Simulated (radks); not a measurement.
The numbers below are computed, except where a source is named.
Spherical quantum dot in the effective-mass picture: electrons in a hard-walled sphere of radius 2.46, all in effective atomic units (hartree* = m*/eps^2 hartree, bohr* = eps/m* bohr), one dielectric constant everywhere. Level of theory: non-relativistic Kohn-Sham, PBEsol, spin-polarised, spherical densities (a radial shooting solver with Libxc functionals). Levels are named by radial order and angular momentum (1s, 1p, 1d, 2s, ...), and open shells are averaged over m.

N = 12, configuration 1s2 1p6 1d(up 4, down 0). This is the lowest configuration that the search found. Occupied and some empty levels:

| level | occupation | eigenvalue (hartree*) | <r> (bohr*) |
|---|---|---|---|
| 1s up | 1 | 7.2476 | 1.472 |
| 1s down | 1 | 7.3525 | 1.457 |
| 1p up | 3 | 7.8251 | 1.599 |
| 1p down | 3 | 7.9451 | 1.592 |
| 1d up | 4 | 8.7061 | 1.687 |
| 1d down | 0 | 8.8345 | 1.684 |
| 2s up | 0 | 9.8251 | 1.148 |
| 1f up | 0 | 9.8480 | 1.754 |
| 2s down | 0 | 9.8768 | 1.152 |
| 1f down | 0 | 9.9812 | 1.753 |
| 2p up | 0 | 11.373 | 1.302 |
| 2p down | 0 | 11.444 | 1.301 |

Energy (hartree*): total 58.0370, kinetic 24.022, external 0, Hartree 40.758, exchange-correlation -6.7426.
